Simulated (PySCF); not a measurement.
**Spin states and ions at one geometry of ReO2F2**

PySCF 2.14.0, UKS PBE, Re def2-SVP with ECP60, O def2-SVP, F def2-SVP; non-relativistic Hamiltonian with scalar-relativistic core potentials where named; density fitting; no spin-orbit coupling; singlets restricted, open shells unrestricted. The geometry is relaxed for charge 0, doublet, vacuum:

```xyz
5

Re    0.0730    0.0730    0.0000
O     1.4734    0.0127    0.9710
O     0.0127    1.4734   -0.9710
F    -1.5326   -0.2880    0.9215
F    -0.2880   -1.5326   -0.9215
```

Energies count from the relaxed state; an electron taken off or put on is at rest in vacuum. Charges and spins are Mulliken's.

```tsv
state	energy (eV)	spin squared	charge on Re1 (e)	spin on Re1 (e)	dipole about the centre of mass (D)
charge 0, doublet, vacuum	0.00	0.75	1.08	0.84	0.20
charge +1, singlet, vacuum	9.74	0.00	1.45	0.00	0.54
charge +1, triplet, vacuum	12.57	2.01	1.34	0.67	1.88
charge -1, singlet, vacuum	-1.51	0.00	0.53	0.00	0.51
charge -1, triplet, vacuum	-0.91	2.00	0.63	1.53	0.96
```

**Question.** What does the state charge 0, quartet, vacuum give?

**Answer.** energy (eV) 4.16, spin squared 3.76, charge on Re1 (e) 0.98, spin on Re1 (e) 1.43, dipole about the centre of mass (D) 1.39.

With an electron taken off (singlet, the lower of the two states computed) the charges change, summed by element, by Re +0.37 e, O +0.36 e, F +0.26 e. The vertical ionisation energy is 9.74 eV, against −ε(HOMO) = 6.13 eV over both spins of the relaxed state. The level lies 3.6 eV too high, as is usual for semilocal functionals and global hybrids, which keep a self-interaction error.

With an electron put on (singlet, the lower of the two states computed) the charges change, summed by element, by Re -0.55 e, O -0.27 e, F -0.18 e. The vertical electron affinity is 1.51 eV, against −ε(LUMO) = 4.97 eV over both spins of the relaxed state. The basis has no diffuse functions, which an added electron needs. The added electron's level lies above zero.

Open shells may have lower solutions than those found. Hard to converge, so the more doubtful: charge +1, triplet, vacuum.
